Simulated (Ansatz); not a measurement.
`C[CH2][AlH][Br]` + H₂ → `[AlH2][Br]` + ethane at 500 K and 1 bar (hydrogenolysis of the Al–C bond).

Computed with Ansatz on PBE0-D4/def2-TZVP structures; ΔE is electronic, products minus reactants. CCSD(T)/CBS is the MP2 limit (def2-TZVPP, def2-QZVPP) plus CCSD(T) − MP2 in def2-TZVPP, frozen cores. This one scheme is used for every species. For Br outer-core shells are correlated without core-valence functions, which leaves a few kJ/mol of doubt a bond. Scalar relativity is left out up to krypton. Each species was taken in one conformer, which may not be the lowest.

```csv
species,CCSD(T)/CBS energy (Eh),H − E (kJ/mol),S (J/(mol·K))
`C[CH2][AlH][Br]`,-2895.11728,233.3,412.0
H₂,-1.17544,41.0,145.5
`[AlH2][Br]`,-2816.58301,60.6,294.5
`CC`,-79.71954,220.5,259.9
```

H − E and S are ideal-gas, rigid-rotor, harmonic terms from PBE0-D4/def2-TZVP, for one conformer and one mirror image of each species. The MP2-based limit puts H₂ 0.8 mEh under its directly extrapolated value; such offsets cancel only in part. 1 Eh = 2625.50 kJ/mol, R = 8.31446 J/(mol·K).

Problem. By hand: ΔE, ΔH, ΔS and ΔG.

Solution. ΔE = (-2816.58301) + (-79.71954) − (-2895.11728) − (-1.17544) = -0.00983 Eh = -25.8 kJ/mol. Δ(H − E) = 60.6 + 220.5 − 233.3 − 41.0 = 6.8, so ΔH = -19.0 kJ/mol. ΔS = 294.5 + 259.9 − 412.0 − 145.5 = -3.1 J/(mol·K). ΔG = -19.0 − 500 × (-3.1)/1000 = -17.4 kJ/mol.

Problem. By hand: the equilibrium constant, and the temperature at which ΔG would vanish if ΔH and ΔS stayed fixed.

Solution. log₁₀ K = −ΔG/(RT ln 10) = 1.8. ΔG = 0 at ΔH/ΔS = 6129 K, far beyond where these terms or the molecules hold.

The number of gas molecules stays the same, so ΔS is small and ΔH decides. A doubt of 5 kJ/mol in ΔE shifts log₁₀ K by 0.5 here. Other conformers and mirror images would add mixing entropy, several J/(mol·K) or more a flexible species. Modes under 60 cm⁻¹, often nearly free rotors, make the harmonic entropy too high. These are equilibria of isolated gas molecules and say nothing of rates. Largest T1 diagnostic: 0.008 (customary marks: 0.02 for closed shells, 0.045 for open ones).
